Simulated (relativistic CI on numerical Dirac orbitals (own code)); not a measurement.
Method of calculation: Dirac-Coulomb-Breit CI, orbitals from a KLI potential per configuration, QED by a radiative potential, unscaled Slater integrals (own radial code, finite nucleus).

The strongest absorption lines from the ground level of an ion, among the configurations computed and to levels below about 4890 eV (vacuum wavelength in Å, gf): 3.3493 (0.64), 3.7529 (0.026), 3.7990 (1.8), 3.8511 (0.082), 4.3857 (0.34), 15.784 (0.72), 29.225 (0.5), 45.719 (0.0099).

(1) Which ion is it?
A. Au LXII
B. Au LXIV
C. Ac LXXII
D. Au LX

Results:

(1) A. Au LXII has 18 electrons and the ground level 3s2 3p6 1S_0; the strongest line goes to 3s2 3p5 4d 1P°_1. The pattern of lines fixes the number of electrons, and along that sequence the line energies rise steadily with the charge (about as its square where n changes within one kind of shell, about linearly where n is kept but much faster in heavy ions where fine structure, which grows about as Z⁴, sets the gap, and irregularly where shells cross), which fixes Z. Configurations outside the model, such as inner-shell arrays, can give stronger lines. At this charge energies of transitions that change n are usually good to better than 1 %, and those within a shell (Δn = 0) to a few per cent.

LS names give the leading component of a level, which can be under half, so a name can repeat, a term be missing and a line seem to break the LS rules.
